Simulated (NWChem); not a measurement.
System: CH₄I₂Si; SMILES C[SiH](I)I

Input file for NWChem:

```
start job
memory heap 200 mb stack 900 mb global 1100 mb
geometry units angstroms noautoz
  Si    -0.944008     0.490599     0.000000
  C     -2.534518    -0.483188     0.000000
  I      0.349604    -0.038621    -2.015400
  I      0.349604    -0.038621     2.015400
  H     -1.163005     1.961998     0.000000
  H     -3.123430    -0.235646    -0.897058
  H     -3.123430    -0.235646     0.897058
  H     -2.325569    -1.562937     0.000000
end
basis spherical
  Si library def2-svp
  C library def2-svp
  I library def2-svp
  H library def2-svp
end
ecp
  I library def2-ecp
end
dft
  xc hfexch
  iterations 150
end
tddft
  nroots 6
  notriplet
end
task tddft energy
```

Excerpt of the output:

```
             Northwest Computational Chemistry Package (NWChem) 7.3.0
             --------------------------------------------------------

 CS  symmetry detected

                             Geometry "geometry" -> ""
                             -------------------------

 Output coordinates in angstroms (scale by  1.889725989 to convert to a.u.)

  No.       Tag          Charge          X              Y              Z
 ---- ---------------- ---------- -------------- -------------- --------------
    1 Si                  14.0000    -0.93096966     0.50070816     0.00000000
    2 C                    6.0000    -2.53038063    -0.45838919     0.00000000
    3 I                   53.0000     0.35771345    -0.04040336     2.01540000
    4 I                   53.0000     0.35771345    -0.04040336    -2.01540000
    5 H                    1.0000    -1.13640601     1.97406168     0.00000000
    6 H                    1.0000    -3.11698783    -0.20543390     0.89705800
    7 H                    1.0000    -3.11698783    -0.20543390    -0.89705800
    8 H                    1.0000    -2.33138481    -1.54001679     0.00000000

 Effective nuclear repulsion energy (a.u.)     893.2278086096

      Symmetry information
      --------------------

 Group name             Cs
 Group number              2
 Group order               2
 No. of unique centers     6

 Summary of "ao basis" -> "ao basis" (spherical)
 ------------------------------------------------------------------------------
       Tag                 Description            Shells   Functions and Types
 ---------------- ------------------------------  ------  ---------------------
 Si                         def2-svp                 8       18   4s3p1d
 C                          def2-svp                 6       14   3s2p1d
 I                          def2-svp                10       26   4s4p2d
 H                          def2-svp                 3        5   2s1p

      Symmetry analysis of basis
      --------------------------

        a'         62
        a"         42

            General Information
            -------------------
          SCF calculation type: DFT
          Wavefunction type:  closed shell.
          No. of atoms     :     8
          No. of electrons :    74
           Alpha electrons :    37
            Beta electrons :    37
          Charge           :     0
          Spin multiplicity:     1
          Use of symmetry is: off; symmetry adaption is: on
          Maximum number of iterations: 150
          AO basis - number of functions:   104
                     number of shells:    46
          Convergence on energy requested:  1.00D-06
          Convergence on density requested:  1.00D-05
          Convergence on gradient requested:  5.00D-04

              XC Information
              --------------
                     Hartree-Fock (Exact) Exchange  1.000

      Superposition of Atomic Density Guess
      -------------------------------------

 Sum of atomic energies:       -1022.61471065

      Non-variational initial energy
      ------------------------------

 Total energy =    -922.996713
 1-e energy   =   -2196.805874
 2-e energy   =     918.500148
 HOMO         =      -0.330771
 LUMO         =       0.014910

      Symmetry analysis of molecular orbitals - initial
      -------------------------------------------------

  Numbering of irreducible representations:

     1 a'          2 a"

  Orbital symmetries:

     1 a'          2 a'          3 a'          4 a"          5 a'
     6 a'          7 a"          8 a'          9 a'         10 a"
    11 a"         12 a'         13 a'         14 a"         15 a'
    16 a"         17 a'         18 a'         19 a"         20 a"
    21 a'         22 a'         23 a"         24 a"         25 a'
    26 a'         27 a"         28 a'         29 a'         30 a"
    31 a'         32 a'         33 a"         34 a'         35 a"
    36 a"         37 a'         38 a'         39 a"         40 a'
    41 a'         42 a'         43 a"         44 a'         45 a'
    46 a"         47 a'

   convergence    iter        energy       DeltaE   RMS-Dens  Diis-err
 ---------------- ----- ----------------- --------- --------- ---------
 d= 0,ls=0.0,diis     1   -922.3552968165 -1.28D+03  6.63D-03  2.56D-01
 d= 0,ls=0.0,diis     2   -922.3960876863 -4.08D-02  2.60D-03  5.95D-02
 d= 0,ls=0.0,diis     3   -922.4064906480 -1.04D-02  6.71D-04  3.09D-03
 d= 0,ls=0.0,diis     4   -922.4072684364 -7.78D-04  1.63D-04  1.01D-04
 d= 0,ls=0.0,diis     5   -922.4072998490 -3.14D-05  6.81D-05  1.22D-05
  Resetting Diis
 d= 0,ls=0.0,diis     6   -922.4073040041 -4.16D-06  2.74D-05  9.18D-07
 d= 0,ls=0.0,diis     7   -922.4073044812 -4.77D-07  4.68D-06  6.15D-08

         Total DFT energy =     -922.407304481164
      One electron energy =    -2198.303604193744
           Coulomb energy =      989.995330463204
    Exchange-Corr. energy =      -69.408044157633
 Nuclear repulsion energy =      355.309013407009

 Numeric. integr. density =        0.000000000000

                  Occupations of the irreducible representations
                  ----------------------------------------------

                     irrep           alpha         beta
                     --------     --------     --------
                     a'               22.0         22.0
                     a"               15.0         15.0

                       DFT Final Molecular Orbital Analysis
                       ------------------------------------

 Vector   35  Occ=2.000000D+00  E=-3.793953D-01  Symmetry=a"
              MO Center=  3.2D-01, -2.5D-02, -1.5D-13, r^2= 6.0D+00
   Bfn.  Coefficient  Atom+Function         Bfn.  Coefficient  Atom+Function
  ----- ------------  ---------------      ----- ------------  ---------------
    44      0.391520  3 I  py                70     -0.391520  4 I  py
    47      0.369024  3 I  py                73     -0.369024  4 I  py
    43      0.161408  3 I  px                69     -0.161408  4 I  px
    41     -0.159758  3 I  py                67      0.159758  4 I  py
    46      0.156627  3 I  px                72     -0.156627  4 I  px

 Vector   36  Occ=2.000000D+00  E=-3.786800D-01  Symmetry=a'
              MO Center=  1.5D-01,  3.8D-02, -2.2D-14, r^2= 6.0D+00
   Bfn.  Coefficient  Atom+Function         Bfn.  Coefficient  Atom+Function
  ----- ------------  ---------------      ----- ------------  ---------------
    44      0.385222  3 I  py                70      0.385222  4 I  py
    47      0.359637  3 I  py                73      0.359637  4 I  py
    41     -0.156867  3 I  py                67     -0.156867  4 I  py
    21      0.134457  2 C  s                 86     -0.132080  5 H  s
    85     -0.128906  5 H  s                 38     -0.128089  3 I  py

 Vector   37  Occ=2.000000D+00  E=-3.657767D-01  Symmetry=a"
              MO Center=  2.9D-01, -1.7D-02, -1.7D-12, r^2= 6.2D+00
   Bfn.  Coefficient  Atom+Function         Bfn.  Coefficient  Atom+Function
  ----- ------------  ---------------      ----- ------------  ---------------
    45      0.327774  3 I  pz                71      0.327774  4 I  pz
    48      0.307777  3 I  pz                74      0.307777  4 I  pz
    43     -0.269376  3 I  px                69      0.269376  4 I  px
    46     -0.257022  3 I  px                72      0.257022  4 I  px
    42     -0.132838  3 I  pz                68     -0.132838  4 I  pz

[...]

                                NWChem TDDFT Module
                                -------------------

            General Information
            -------------------
           No. of orbitals :     208
            Alpha orbitals :     104
             Beta orbitals :     104
        Alpha frozen cores :       0
         Beta frozen cores :       0
     Alpha frozen virtuals :       0
      Beta frozen virtuals :       0
         Spin multiplicity :       1
    Number of AO functions :     104
        Use of symmetry is : off
      Symmetry adaption is : on
         Schwarz screening :  0.10D-07

              XC Information
              --------------
              Hartree-Fock (Exact) Exchange   1.00

             TDDFT Information
             -----------------
          Calculation type : TDHF
         Wavefunction type : Restricted singlets
          No. of electrons :      74
           Alpha electrons :      37
            Beta electrons :      37
              No. of roots :       6
          Max subspacesize :    5200
            Max iterations :     100
               Target root :       1
           Target symmetry : none
      Symmetry restriction : off
                 Algorithm : Optimal
        Davidson threshold :  0.10D-03

    6 smallest eigenvalue differences (eV)
--------------------------------------------------------
  No. Spin  Occ  Vir  Irrep   E(Occ)    E(Vir)   E(Diff)
--------------------------------------------------------
    1    1   37   38 a"       -0.366     0.084    12.247
    2    1   36   38 a'       -0.379     0.084    12.598
    3    1   35   38 a"       -0.379     0.084    12.618
    4    1   34   38 a'       -0.389     0.084    12.878
    5    1   37   39 a'       -0.366     0.125    13.359
    6    1   36   39 a"       -0.379     0.125    13.710
--------------------------------------------------------

  Entering Davidson iterations
  Restricted singlet excited states

  Iter   NTrls   NConv    DeltaV     DeltaE      Time
  ----  ------  ------  ---------  ---------  ---------
    1      6       0     0.13E+00   0.10+100        5.1
    2     18       0     0.59E-01   0.22E-01        4.8
    3     30       0     0.26E-01   0.43E-02        5.2
    4     42       0     0.10E-01   0.52E-03        5.0
    5     54       0     0.53E-02   0.11E-03        4.8
    6     66       0     0.21E-02   0.18E-04        4.7
    7     78       2     0.13E-02   0.30E-05        4.6
    8     86       4     0.44E-03   0.81E-06        4.5
    9     90       5     0.13E-03   0.62E-07        4.6
   10     92       6     0.93E-04   0.41E-08        4.4
  ----  ------  ------  ---------  ---------  ---------
  Convergence criterion met

  Ground state a'       -922.407304481164 a.u.

  ----------------------------------------------------------------------------
  Root   1 singlet a"             0.231141840 a.u.                6.2897 eV
  ----------------------------------------------------------------------------
     Transition Moments    X -0.00000   Y  0.00000   Z -0.59687
     Dipole Oscillator Strength                    0.0548976144
     Electric Quadrupole                           0.0000000085
     Magnetic Dipole                               0.0000004927
     Total Oscillator Strength                     0.0548981156

     Occ.   33  a"  ---  Virt.   38  a'  -0.05629 X
     Occ.   34  a'  ---  Virt.   39  a"  -0.36946 X
     Occ.   34  a'  ---  Virt.   46  a"  -0.08264 X
     Occ.   37  a"  ---  Virt.   38  a'   0.90612 X
     Occ.   37  a"  ---  Virt.   40  a'  -0.09781 X
  ----------------------------------------------------------------------------
  Root   2 singlet a"             0.237776857 a.u.                6.4702 eV
  ----------------------------------------------------------------------------
     Transition Moments    X  0.00000   Y  0.00000   Z  0.01613
     Dipole Oscillator Strength                    0.0000412225
     Electric Quadrupole                           0.0000000615
     Magnetic Dipole                               0.0000000536
     Total Oscillator Strength                     0.0000413376

     Occ.   35  a"  ---  Virt.   38  a'   0.89677 X
     Occ.   35  a"  ---  Virt.   40  a'  -0.09683 X
     Occ.   36  a'  ---  Virt.   39  a"   0.39624 X
     Occ.   36  a'  ---  Virt.   46  a"   0.10064 X
  ----------------------------------------------------------------------------
  Root   3 singlet a'             0.238068746 a.u.                6.4782 eV
  ----------------------------------------------------------------------------
     Transition Moments    X -0.04775   Y -0.23586   Z  0.00000
     Dipole Oscillator Strength                    0.0091909101
     Electric Quadrupole                           0.0000000173
     Magnetic Dipole                               0.0000000005
     Total Oscillator Strength                     0.0091909279

     Occ.   35  a"  ---  Virt.   39  a"   0.37119 X
     Occ.   35  a"  ---  Virt.   46  a"   0.10654 X
     Occ.   36  a'  ---  Virt.   38  a'   0.91007 X
     Occ.   36  a'  ---  Virt.   40  a'  -0.08405 X
  ----------------------------------------------------------------------------
  Root   4 singlet a'             0.246954938 a.u.                6.7200 eV
  ----------------------------------------------------------------------------
     Transition Moments    X -0.26935   Y  0.07466   Z  0.00000
     Dipole Oscillator Strength                    0.0128622035
     Electric Quadrupole                           0.0000000186
     Magnetic Dipole                               0.0000000080
     Total Oscillator Strength                     0.0128622302

     Occ.   32  a'  ---  Virt.   38  a'  -0.11025 X
     Occ.   33  a"  ---  Virt.   39  a"   0.09150 X
     Occ.   34  a'  ---  Virt.   38  a'   0.85524 X
     Occ.   34  a'  ---  Virt.   40  a'  -0.09069 X
     Occ.   34  a'  ---  Virt.   41  a'  -0.05255 X
     Occ.   37  a"  ---  Virt.   39  a"  -0.46109 X
     Occ.   37  a"  ---  Virt.   46  a"  -0.10009 X
  ----------------------------------------------------------------------------
  Root   5 singlet a'             0.295913739 a.u.                8.0522 eV
  ----------------------------------------------------------------------------
     Transition Moments    X  0.27586   Y -0.08094   Z  0.00000
     Dipole Oscillator Strength                    0.0163042415
     Electric Quadrupole                           0.0000009329
     Magnetic Dipole                               0.0000000253
     Total Oscillator Strength                     0.0163051997

     Occ.   32  a'  ---  Virt.   38  a'  -0.29687 X
     Occ.   33  a"  ---  Virt.   39  a"  -0.09588 X
     Occ.   33  a"  ---  Virt.   46  a"  -0.05087 X
     Occ.   34  a'  ---  Virt.   38  a'  -0.46772 X
     Occ.   34  a'  ---  Virt.   40  a'  -0.08659 X
     Occ.   34  a'  ---  Virt.   41  a'  -0.13925 X
     Occ.   34  a'  ---  Virt.   42  a'  -0.08412 X
     Occ.   34  a'  ---  Virt.   45  a'   0.05290 X
     Occ.   34  a'  ---  Virt.   49  a'  -0.05174 X
     Occ.   35  a"  ---  Virt.   39  a"  -0.06902 X
     Occ.   37  a"  ---  Virt.   39  a"  -0.78155 X
  ----------------------------------------------------------------------------
  Root   6 singlet a"             0.305777653 a.u.                8.3206 eV
  ----------------------------------------------------------------------------
     Transition Moments    X -0.00000   Y  0.00000   Z  0.18803
     Dipole Oscillator Strength                    0.0072075362
     Electric Quadrupole                           0.0000000280
     Magnetic Dipole                               0.0000014855
     Total Oscillator Strength                     0.0072090498

     Occ.   31  a'  ---  Virt.   39  a"  -0.14932 X
     Occ.   35  a"  ---  Virt.   38  a'  -0.39834 X
     Occ.   35  a"  ---  Virt.   40  a'  -0.15666 X
     Occ.   35  a"  ---  Virt.   41  a'  -0.17019 X
     Occ.   35  a"  ---  Virt.   42  a'  -0.12911 X
     Occ.   35  a"  ---  Virt.   44  a'  -0.05548 X
     Occ.   35  a"  ---  Virt.   45  a'   0.05443 X
     Occ.   35  a"  ---  Virt.   47  a'   0.05217 X
     Occ.   35  a"  ---  Virt.   49  a'  -0.08108 X
     Occ.   36  a'  ---  Virt.   39  a"   0.84795 X
     Occ.   36  a'  ---  Virt.   46  a"  -0.05095 X

              Target root =      1
          Target symmetry = none
      Ground state energy =   -922.407304481164
        Excitation energy =      0.231141840453
     Excited state energy =   -922.176162640711

  stored tddft:energy   -922.17616264071114
```

Level: Hartree-Fock/def2-SVP with def2 effective core potentials on I, TDHF. Structure relaxed at the PBE0/def2-SVP level. Not confirmed as a minimum by frequencies. def2 effective core potentials on I; no spin-orbit coupling.
